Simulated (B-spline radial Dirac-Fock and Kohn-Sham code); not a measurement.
Photoionisation of titanium ions at Cu Kα (8047.8 eV)

Level of theory: a relativistic central-field model (Hartree-Slater potential of the initial state, Latter tail, multipole expansion of the photon field, Dirac-Fock thresholds); an atomic code on a B-spline grid. Cross sections in kb; a dash marks an empty subshell or a threshold above the photon energy.

| ion | configuration | total | 2s | 2p1/2 | 2p3/2 | 3d3/2 | 4s |
| --- | --- | --- | --- | --- | --- | --- | --- |
| Ti | [Ar] 3d2 4s2 | 15.97 | 0.999 | 0.164 | 0.308 | 6.30e-05 | 0.0114 |
| Ti⁴⁺ | [Ne] 3s2 3p6 | 15.98 | 0.996 | 0.164 | 0.308 | – | – |
| Ti⁸⁺ | [Ne] 3s2 3p2 | 16.01 | 1.01 | 0.166 | 0.313 | – | – |
| Ti¹²⁺ | [He] 2s2 2p6 | 15.87 | 1.04 | 0.171 | 0.322 | – | – |
| Ti²⁰⁺ | 1s2 | 14.37 | – | – | – | – | – |

Values without a named source are computed, but for edge energies of neutral atoms, which are taken from tables.
